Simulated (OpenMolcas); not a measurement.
Multiplet structure of S4+

```
Program             : OpenMolcas 26.06
Method              : RASSCF
Basis               : ANO-RCC-VTZP [5s4p2d1f]
Scalar Hamiltonian  : DKH2, point nucleus
Active space        : 2 electrons in 9 orbitals (RAS2 3s 3p; RAS3 3d, at most 2 electrons)
State averaging     : 2S+1 = 3 even, 3 roots; 2S+1 = 1 even, 7 roots; 2S+1 = 3 odd, 3 roots; 2S+1 = 1 odd, 3 roots
Spin-orbit coupling : state interaction with AMFI integrals over the reference wave functions, term energies averaged over their components
```

With spin-orbit coupling, above the lowest level:

```
Configuration  Term  J  E (cm⁻¹)  Measured (cm⁻¹)      g  Term weight %
          3s²    ¹S  0       0.0              0.0                   100
        3s 3p   ³P°  0     81256            83024                   100
        3s 3p   ³P°  1     81584            83394  1.501            100
        3s 3p   ³P°  2     82252            84155  1.501            100
        3s 3p   ¹P°  1    129114           127151  1.000            100
          3p²    ¹D  2    193443           193739  1.002            100
          3p²    ³P  0    199118           199967                   100
          3p²    ³P  1    199462           200371  1.501            100
          3p²    ³P  2    200137           201146  1.499            100
```

Against the 8 measured excited levels shown (NIST levels in Podobedova, Kelleher and Wiese, J. Phys. Chem. Ref. Data 38, 171 (2009); Martin, Zalubas and Musgrove, J. Phys. Chem. Ref. Data 19, 821 (1990)) the mean absolute deviation is 1300 cm-1; the largest miss in energy is 3s 3p ¹P°₁: computed 129114, measured 127151 cm⁻¹ (+1.5 %), and the largest in proportion 3s 3p ³P°₂ (-2.3 %).

Active for correlation alone: 3d; no level in the range computed is led by a configuration that fills it, so any true level of that kind is missing. Some terms mix strongly with configurations of 3d, whose occupation reaches 0.23 (3p² ¹D). Measured partners are found by configuration, term and J. A level has none where our copy of the source lacks it or the pairing is in doubt (some pairs that miss far off the trend of their configuration count as doubtful), and it then counts in no deviation. Only configurations of the active space appear. The first state left out of the spin-orbit step lies near 270000 cm-1 above the lowest spin-free state of the reference (among the parities and spins computed), and the list stops at four fifths of that energy or lower.

The term weight is that of the spin-free term in the level, not the purity of its configuration. ° marks odd parity.
